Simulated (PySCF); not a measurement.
Excitation energy of Au by level of theory

Au [Xe] 4f14 5d10 6s1 (2S) → Au [Xe] 4f14 5d9 6s1 6p1 (high-spin determinant), as a difference of total energies. Computed with PySCF 2.14 in def2-TZVPPD with the def2 core potential (60 electrons), with a scalar-relativistic core potential. Correlated levels: valence: 5s2 5p6 frozen. The calculations carry no spin-orbit coupling.

| method | excitation energy (cm⁻¹) |
| --- | --- |
| UHF | 38970 |
| MP2 (valence) | 53081 |
| SCS-MP2 (valence) | 52878 |
| CCSD (valence) | 49760 |
| CCSD(T) (valence) | 50533 |

The determinant of the upper state mixes LS terms, which raises its energy above the lowest term, most at the Hartree-Fock and MP2 levels.
